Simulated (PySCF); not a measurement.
Species: C8H8O.
SMILES with atom numbers: `[CH2:1]=[C:2]1[CH:3]=[CH:4]/[C:5]1=[CH:6]\[C:7]([CH3:8])=[O:9]`

Definitions: NICS(0) = −σiso at the ring centroid; NICS(1) = −σiso and NICS(1)zz = −σzz at ±1 Å along the ring normal z. Level: GIAO PBE0/pcSseg-1 (PySCF, non-relativistic, gas phase) on the GFN2-xTB geometry, one conformer.

Ring bond lengths (Å), with Mayer bond orders in brackets: C2–C3 1.474 (1.01), C3–C4 1.354 (1.59), C4–C5 1.466 (1.05), C5–C2 1.495 (0.96).

Task: Give the NICS values of each ring in ppm.

Result: 
| ring | type | NICS(0) | NICS(1), two faces | NICS(1)zz, two faces | rms pucker (Å) | centre to ring atoms, mean (Å) |
| --- | --- | --- | --- | --- | --- | --- |
| C2–C3–C4–C5 | 4-membered carbocycle; formal bonds 1 double, 3 single | 7.3 | -2.1 / -2.1 | 4.7 / 4.7 | 0.00 | 1.02 |

Task: What can be read from them?

Result: 
- C2–C3–C4–C5: mean NICS(1)zz 4.7 ppm, deshielded. NICS(0) lies 9 ppm above the mean NICS(1).

Task: How equal are the bonds by HOMA? Use HOMA with the parameters of Krygowski (1993).

Result: 
- C2–C3–C4–C5: HOMA -0.68 = 1 − EN − GEO, with mean bond length 1.447 Å, EN = α(Ropt − mean)² = 0.909 and GEO = α × variance = 0.774.

Task: Give the inner angles of the rings and the Hirshfeld charges of the ring atoms.

Result: 
- C2–C3–C4–C5: C2 86.9° (-0.006 e), C3 92.8° (-0.015 e), C4 92.6° (-0.022 e), C5 87.7° (+0.022 e); sum 360.0° against 360° for a flat convex ring.

Time: 46 s of wall time. Hardware: one thread, x86-64 server, shared host. This is the whole shielding run at PBE0/pcSseg-1, SCF included.

The values belong to the conformer `[CH2:1]=[C:2]1[CH:3]=[CH:4]/[C:5]1=[CH:6]\[C:7]([CH3:8])=[O:9]`: C5–C6–C7–C8 178°.
